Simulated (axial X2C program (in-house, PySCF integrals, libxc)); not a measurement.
**Spin–orbit effects down a group: molecules with Zn (ions), CCSD**

Calculated with an axial X2C code built on PySCF integrals, spin-free (one-electron X2C) or two-component (2c: spin–orbit coupling with atomic mean-field Coulomb and Gaunt terms, which also bring small scalar terms), in Dyall basis sets with cores contracted in-house; open shells are unrestricted.

Basis sets: H dyall-v3z, Li dyall-cv3z, Na dyall-cv3z, Zn dyall-cv3z. Frozen shells (counts by l): ZnH⁺ Zn 3s2p, H none, 12 electrons correlated; LiZn⁺ Zn 3s2p, Li 1s, 12 electrons correlated; NaZn⁺ Zn 3s2p, Na 2s1p, 12 electrons correlated. Coupled cluster in natural virtuals with an MP2 remainder. Where the outer core of a metal is frozen, bonds come out longer and ionisation energies lower.

```tsv
molecule	spin-free state	Re (Å)	ωe (cm⁻¹)	De (eV)	2c state	Re 2c (Å)	ωe 2c (cm⁻¹)	De 2c (eV)
ZnH⁺	M_S = 0, Λ = 0	1.508	1956.6	2.46	Ω = 0	1.509	1955.7	2.45
LiZn⁺	M_S = 0, Λ = 0	2.723	246.0	0.57	Ω = 0	2.724	246.0	0.57
NaZn⁺	M_S = 0, Λ = 0	3.105	114.7	0.34	Ω = 0	3.105	114.6	0.34
```

(1) Work out the shifts from the spin-free to the two-component result.

Fragments in 2c: Zn+ + H, Zn + Li+, Zn + Na+. Each entry is the lowest single determinant of a limited PBE0 search at one distance. De goes to single-determinant-based atoms at the same level (for ions the charge split of lowest energy) and is withheld (n/a) where an atom does not fit its ground term or J level. Main or longest-lived isotopes.

Results:

(1) 

| molecule | 2c state | ΔRe (Å) | Δωe (cm⁻¹) | ΔDe (eV) |
| --- | --- | --- | --- | --- |
| ZnH⁺ | Ω = 0 | 0.001 | -0.9 | -0.01 |
| LiZn⁺ | Ω = 0 | 0.001 | 0.0 | 0.00 |
| NaZn⁺ | Ω = 0 | 0.000 | -0.1 | 0.00 |

Shifts of one unit in the last digit are rounding.
